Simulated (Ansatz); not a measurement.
Two spin states of MgH-, each at its own minimum; 2S+1 = 1, 3 were tried, and our sources give no spin for the ground state.

Each state is the lowest solution found for its spin in def2 and cc sets. The singlet is a restricted closed-shell determinant, which can mix singlet states where a π or δ shell is part-filled.

Correlated levels freeze the inner cores; with def2 sets outer-core shells near the valence are correlated too.

Programs: Ansatz (a first-principles code) with Gaussian orbitals. 

PBE/def2-TZVPP gives 1.048 eV for the energy of the multiplicity-3 state above the multiplicity-1 state.

**Question.** Where do these levels fall relative to PBE: PBE0/def2-TZVPP, wB97X-V/def2-TZVPP, CCSD(T)/def2-TZVPP.

**Answer.** PBE0/def2-TZVPP -0.033; wB97X-V/def2-TZVPP 0.173; CCSD(T)/def2-TZVPP 0.161 eV. 2 of 3 lie above PBE; the widest gap is to wB97X-V/def2-TZVPP.

Doubts at one or more of the structures used: a restricted determinant that unrestricted orbitals would lower (CCSD(T)/def2-TZVPP).
